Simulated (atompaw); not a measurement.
**What one change does to a pseudopotential (Cl (Z = 17), PAW (atompaw))**

chlorine, PAW, made with atompaw 4.2.0.5 (PBE, scalar-relativistic). Core [Ne], reference 3s2 3p3 (charge +2). Waves: 3s (bound): rc 1.45 bohr; 3s channel at -2.65 Ry: rc 1.45 bohr; 3p (bound): rc 1.20 bohr; 3p channel at -1.7 Ry: rc 1.20 bohr. Local part: bessel scheme, radius 1.15 bohr. Core correction: smooth core density matched at 0.95 bohr. Augmentation charge: sinc compensation charge, radius 1.05 bohr; PAW radius 1.45 bohr; waves and projectors: custom rrkj vanderbiltortho.

All-electron outer shells of the reference configuration (PBE, scalar-relativistic, ld1.x):

```
shell  level (eV)  outermost node (bohr)  outermost maximum (bohr)
   3s      -44.92                   0.55                      1.24
   3p      -31.68                   0.53                      1.36
```

Change: wave 3s (bound): rc 1.45 bohr becomes 3s (bound): rc 1.28 bohr.

Cutoffs: the cutoffs (Ry, on a coarse ladder) from which the occupation-weighted sum of valence levels, in a spherical-Bessel basis at the reference potential, stays within 10 and 1 mRy of its value at 400 Ry; they do not see the model core or the augmentation charge, which bear on the density cutoff.

**Question.** What does the change do?

**Answer.** The potential gets harder (15 Ry and 40 Ry → 18 Ry and 50 Ry); the range in which the s phases agree narrows (upper end at the end of the scan → 2.6); neither file shows a bound ghost.

```tsv
quantity	base	changed
cutoff, loose	15 Ry	18 Ry
cutoff, tight	40 Ry	50 Ry
bound ghosts	none	none
s: phases at 1.45 bohr within 0.05 rad from the reference energy up to (Ry; the scan ends near 5)	to the end of the scan	2.6
p: phases at 1.45 bohr within 0.05 rad from the reference energy up to (Ry; the scan ends near 5)	to the end of the scan	to the end of the scan
lowest overlap eigenvalue by channel	s 0.44, p 0.75	s 0.04, p 0.75
```

 The cutoffs see the waves, projectors and local potential, not the compensation charge or the core.
